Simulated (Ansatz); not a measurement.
Ideal-gas functions of C2F3Si, SMILES `[C]#C[Si](F)(F)F` radical at 298.15 K and 1 bar, from an Ansatz frequency run at PBE0-D4/def2-TZVP.

Molar mass 109.1 g/mol, point group C3v (symmetry number 3), electronic degeneracy 2, moments of inertia 123.005, 219.407, 219.41 u Å². Harmonic wavenumbers (cm⁻¹, unscaled): 123, 123, 273, 273, 361, 375, 375, 653, 893, 1009, 1009, 2193.

Use S(trans) = R[1.5 ln M + 2.5 ln T − 1.1517]; rotational temperatures θ = 24.2544 K / I; S(rot) = R[ln(√π/σ · √(T³/θAθBθC)) + 1.5]; for each mode x = 1.438777 ν̃/T, S = R[x/(eˣ − 1) − ln(1 − e⁻ˣ)] and H = RT x/(eˣ − 1); 1 cm⁻¹ = 0.0119627 kJ/mol; R = 8.31446 J/(mol·K).

By hand: the entropy, in J/(mol·K).

Translation 167.4. Rotation: θ = 0.1972, 0.1105, 0.1105 K, giving 104.2. Vibration, mode by mode: 12.77, 12.77, 6.60, 6.60, 4.68, 4.43, 4.43, 1.54, 0.60, 0.38, 0.38, 0.00, in all 55.2. Electronic 5.8. Sum 332.6 J/(mol·K).

By hand: H − E and G − E in kJ/mol, counted from the electronic energy.

Zero-point energy ½ × 7660 × 0.0119627 = 45.8; thermal vibration 9.4; translation, rotation and pV give 4 RT = 9.9. H − E = 65.1 kJ/mol, and G − E = 65.1 − 298.15 × 332.6/1000 = -34.1 kJ/mol.

Vibration gives 17 % of the entropy, 25.5 J/(mol·K) of it from the modes under 150 cm⁻¹: soft modes count most, and the harmonic formula is weakest for them.
